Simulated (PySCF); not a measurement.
Computed shifts of a molecule C3H6O, PySCF with PBE0/pcSseg-1, GIAO, gas phase, equivalent atoms averaged, in ppm (number of nuclei): ¹³C: 212.1 (1), 31.6 (2). ¹H: 2.11 (6). References: ¹³C against TMS (σ = 186.3 ppm); ¹⁷O against H2O (σ = 334.2 ppm); ¹H against TMS (σ = 31.56 ppm), references at their B3LYP-D3(BJ)/def2-TZVP geometries, non-relativistic. Geometry: B3LYP-D3(BJ)/def2-TZVP. The values are those of a single conformer.

Q: Identify the compound among the candidates.
(A) CC(C)=O
(B) C=COC
(C) OC1CC1
(D) C1COC1

A: A, CC(C)=O
